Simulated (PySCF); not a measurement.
## Stationary points of HZrO

These are results of PySCF, PBE0, basis Zr def2-TZVP with ECP28, O def2-TZVP, H def2-TZVP (scalar-relativistic core potentials, no spin–orbit coupling, density fitting), not measurements.

Relaxations began from a few typed shapes; open shells are unrestricted. The search is not exhaustive: other isomers or separated fragments can lie lower, and high-lying points may rest on an excited occupation.

Question: Order these stationary points by electronic energy, lowest first, in kJ/mol from the lowest minimum.
A. doublet Cs: Zr–H 1.858 Å, Zr–O 1.720 Å; H–Zr–O 103.5°
B. doublet C∞v: Zr–H 2.108 Å, Zr–O 1.743 Å; H–Zr–O 180.0°
C. doublet Cs: Zr–H 1.908 Å, Zr–O 1.730 Å; H–Zr–O 111.4°

Answer: A (0.0), C (42.8), B (106.1).

Question: Which of them are minima?

Answer: By energy in kJ/mol, 0.0: minimum; 42.8: minimum; 106.1: saddle point, 2 imaginary modes.

For the lowest minimum: other spin states or occupations of the open shell can lie lower.
